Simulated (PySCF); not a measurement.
A structure optimised at PBE0-D3(BJ)/def2-TZVPD, used in a PySCF frequency run:

```xyz
3

Be     0.0000     0.0000     0.0000
H      0.0000     0.0000    -1.3362
H      0.0000     0.0000     1.3362
```
Charge 0, spin multiplicity 1.

Write its SMILES, formula and point group.

[BeH2], BeH₂, D∞h

What are its rotational constants (standard atomic weights)?

140.40 GHz (linear rotor, B only)
